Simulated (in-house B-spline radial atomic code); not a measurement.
Configurations of Ga³⁺, with energies counted from [Ar] 3d10. All numbers are computed (scalar-relativistic (X2C) Hartree-Fock, spin-polarised, averaged over the determinants with the given up and down occupations; Fermi nucleus of rms radius 3.9973 fm) with an all-electron radial atomic-structure program (B-spline basis), not measured. Shells without spins written out take the highest spin.

Occupations are held fixed; configurations that lie above the ionisation limit could autoionise.

```tsv
configuration	E - E(ref) (eV)	highest orbital	its <r> (bohr)
[Ar] 3d9 4d1	39.331	4d up	3.111
[Ne] 3s2 3p(2 up, 3 down) 3d10 4s(0 up, 1 down)	107.86	4s down	1.935
[Ne] 3s2 3p5 3d10 4p1	117.5	4p up	2.242
[Ne] 3s2 3p(2 up, 3 down) 3d10 4f(1 up, 0 down)	137.9	4f up	4.431
```

(1) Order these further configurations by energy, lowest first.
A. [Ne] 3s2 3p5 3d10 4f1
B. [Ne] 3s2 3p(3 up, 2 down) 3d10 4d(1 up, 0 down)
C. [Ar] 3d9 4s1
D. [Ar] 3d(4 up, 5 down) 4p(0 up, 1 down)
E. [Ar] 3d9 4f1

Results:

(1) C (17.29 eV), D (26.899 eV), E (47.225 eV), B (129.97 eV), A (137.91 eV).
